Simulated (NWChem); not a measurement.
# HSOF₂ cation; SMILES [OH+]=S(F)F

Q: Give the equilibrium geometry at PBE0/def2-SVP (NWChem) as a list of bonds and angles, with the point group.

A: point group Cs; any orientation.
Bond lengths (Å): O1–S2 1.531, O1–H5 0.988, S2–F3 1.553, S2–F4 1.553. Angles (°): S2–O1–H5 121.2, O1–S2–F3 103.5, O1–S2–F4 103.5, F3–S2–F4 96.6.
